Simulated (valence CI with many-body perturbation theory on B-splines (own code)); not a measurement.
**Energy levels of Ba42+**

Calculated by relativistic CI+MBPT: four valence electrons over a frozen Dirac-Fock core [Ne], radial functions for each j: 11 s, 11 p, 10 d, 8 f, 5 g, 2 h, with the one-electron correlation potential Σ1, the two-electron term Σ2, the three-electron term Σ3, Breit, model QED; selected CI, second order for the rest, scaled by the run's own slope (own B-spline code, finite nucleus).

The last digits are not significant, and no measured levels were compared; by estimate large intervals hold to a few tenths of a per cent, small ones and those within an open d or f shell to about a per cent. Among the levels kept, up to 550 cm⁻¹ of a level comes from second order outside the variational space, and about a tenth of that is noise between levels of different J, which matters for small intervals.

Levels 136 to 171 of 171, with energies above the lowest level, (3s^2 3p1/2^2) J=0. "Leading %" is the weight of the configuration and term that name the level; weights of strongly mixed levels are sums over their largest components and can fall short. In the jj column 3d3/2^4 stands for four electrons in 3d with j = 3/2.

```tsv
No.	Configuration	Term	J	E (× 10³ cm⁻¹)	Leading %	g	Second component	Leading jj
136	3s 3p 3d2	3D°	2	5428.4	16	1.097	12 % 3s 3p 3d2 3F°	3s 3p1/2 3d5/2^2 (51 %)
137	3p3 3d	3D°	1	5429.1	23	0.911	20 % 3p3 3d 5D°	3p1/2 3p3/2^2 3d3/2 (64 %)
138	3s 3p 3d2	3P°	0	5450.5	54		24 % 3p3 3d 1S°	3s 3p1/2 3d5/2^2 (51 %)
139	3p3 3d	1G°	4	5456.3	48	1.039	24 % 3p3 3d 3G°	3p1/2 3p3/2^2 3d3/2 (70 %)
140	3p3 3d	3D°	1	5457.2	14	1.228	13 % 3s 3p 3d2 3P°	3s 3p1/2 3d5/2^2 (59 %)
141	3p3 3d	3P°	0	5501.7	27		23 % 3p3 3d 5D°	3p1/2 3p3/2^2 3d3/2 (58 %)
142	3p3 3d	3F°	2	5530.6	24	1.018	11 % 3p3 3d 1D°	3p1/2 3p3/2^2 3d3/2 (66 %)
143	3s 3p 3d2	3P°	1	5534.7	32	1.254	16 % 3p3 3d 1P°	3s 3p1/2 3d5/2^2 (54 %)
144	3p3 3d	3F°	4	5567.3	41	1.217	18 % 3p3 3d 3G°	3p1/2 3p3/2^2 3d5/2 (70 %)
145	3p3 3d	3P°	2	5578.6	23	1.086	23 % 3p3 3d 3F°	3p1/2 3p3/2^2 3d3/2 (60 %)
146	3p3 3d	3G°	5	5588.9	73	1.165	13 % 3s 3p 3d2 3H°	3p1/2 3p3/2^2 3d5/2 (73 %)
147	3p3 3d	3P°	1	5592.7	26	1.127	10 % 3p3 3d 3S°	3p1/2 3p3/2^2 3d3/2 (54 %)
148	3p3 3d	3D°	3	5595.8	31	1.077	16 % 3p3 3d 3F°	3p1/2 3p3/2^2 3d3/2 (49 %)
149	3p3 3d	1G°	4	5629.9	21	1.149	17 % 3p3 3d 5D°	3p1/2 3p3/2^2 3d5/2 (62 %)
150	3p3 3d	3D°	3	5646.6	28	1.220	18 % 3s 3p 3d2 3F°	3p1/2 3p3/2^2 3d5/2 (30 %)
151	3s 3p 3d2	3P°	0	5672.7	35		24 % 3p3 3d 3P°	3p1/2 3p3/2^2 3d5/2 (46 %)
152	3p3 3d	3D°	1	5686.7	23	1.118	22 % 3p3 3d 1P°	3p1/2 3p3/2^2 3d3/2 (57 %)
153	3s 3p 3d2	5D°	0	5698.1	81		10 % 3s 3p 3d2 3P°	3s 3p3/2 3d3/2^2 (88 %)
154	3s 3p 3d2	5D°	2	5703.8	33	1.257	26 % 3s 3p 3d2 5F°	3s 3p3/2 3d3/2^2 (56 %)
155	3p3 3d	3D°	2	5704.8	24	1.237	23 % 3p3 3d 3P°	3p1/2 3p3/2^2 3d5/2 (70 %)
156	3s 3p 3d2	5D°	1	5705.6	55	1.116	15 % 3s 3p 3d2 5F°	3s 3p3/2 3d3/2^2 (68 %)
157	3s 3p 3d2	5F°	3	5713.1	40	1.256	24 % 3s 3p 3d2 5D°	3s 3p3/2 3d3/2^2 (60 %)
158	3s 3p 3d2	3P°	1	5716.2	24	1.157	20 % 3p3 3d 1P°	3p1/2 3p3/2^2 3d5/2 (40 %)
159	3s 3p 3d2	5F°	4	5728.2	45	1.280	20 % 3s 3p 3d2 5G°	3s 3p3/2 3d3/2 3d5/2 (48 %)
160	3p3 3d	3F°	3	5749.5	34	1.143	23 % 3p3 3d 3D°	3p1/2 3p3/2^2 3d5/2 (82 %)
161	3s 3p 3d2	5G°	5	5759.2	44	1.301	40 % 3s 3p 3d2 5F°	3s 3p3/2 3d3/2 3d5/2 (76 %)
162	3s 3p 3d2	5G°	6	5765.8	90	1.310	10 % 3s 3p 3d2 3H°	3s 3p3/2 3d3/2 3d5/2 (50 %)
163	3p3 3d	1F°	3	5780.7	35	1.058	12 % 3p3 3d 3G°	3p1/2 3p3/2^2 3d5/2 (60 %)
164	3s 3p 3d2	5D°	4	5808.0	56	1.379	26 % 3s 3p 3d2 3F°	3s 3p3/2 3d3/2 3d5/2 (71 %)
165	3p3 3d	1D°	2	5811.6	27	1.142	8 % 3p3 3d 3D°	3p1/2 3p3/2^2 3d5/2 (55 %)
166	3s 3p 3d2	5P°	3	5826.8	47	1.512	33 % 3s 3p 3d2 5D°	3s 3p3/2 3d3/2 3d5/2 (86 %)
167	3s 3p 3d2	5S°	2	5828.1	35	1.682	25 % 3s 3p 3d2 5P°	3s 3p3/2 3d3/2^2 (52 %)
168	3p3 3d	3D°	1	5830.4	21	1.208	20 % 3p3 3d 3S°	3p1/2 3p3/2^2 3d5/2 (61 %)
169	3p3 3d	3D°	2	5831.7	45	1.136	9 % 3p3 3d 3P°	3p1/2 3p3/2^2 3d5/2 (65 %)
170	3s 3p 3d2	3D°	1	5867.4	43	0.796	20 % 3s 3p 3d2 5D°	3s 3p3/2 3d3/2 3d5/2 (50 %)
171	3p2 3d2	3F	2	5880.4	37	0.688	33 % 3p2 3d2 5G	3p1/2^2 3d3/2^2 (94 %)
```

Where two levels of one J and parity lie close, their mixing, g and order are uncertain.
